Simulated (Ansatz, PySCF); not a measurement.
Dimer: H2 (SMILES [H][H]) (first 2 atoms) with CH2O2 (SMILES O=CO); geometry from B3LYP-D3(BJ)/def2-TZVP, rigid monomers moved along the line of their centres of mass till H2···H7 is 2.46 Å.
(charge 0, multiplicity 1):
```xyz
7

H      0.01501     0.41293    -0.44022
H     -0.07755    -0.19628    -0.01959
O     -0.12630    -1.19428     3.03766
C      0.08253    -0.18793     3.65279
O      0.27865     1.02403     3.11039
H      0.14252    -0.11837     4.74643
H      0.21986     0.93011     2.14419
```

Interaction energies are E(AB) − E(A) − E(B) at the monomers' geometry in the complex; basis-set methods are counterpoise corrected.

Rows in 6-31G* carry no dispersion term and start afresh at each structure (6-31G* with six Cartesian d functions).

Run with Ansatz (a program for electronic structure); PySCF for 6-31G* rows, the dispersion terms. 

Question: One of these levels gives -27.9 meV for the interaction energy. Which one is it?
A) PBE-D3(BJ)/def2-TZVPPD
B) HF/6-31G*
C) r2SCAN/def2-TZVPPD

Answer: C, r2SCAN/def2-TZVPPD. The others give -3.9 (HF/6-31G*), -47.3 (PBE-D3(BJ)/def2-TZVPPD)
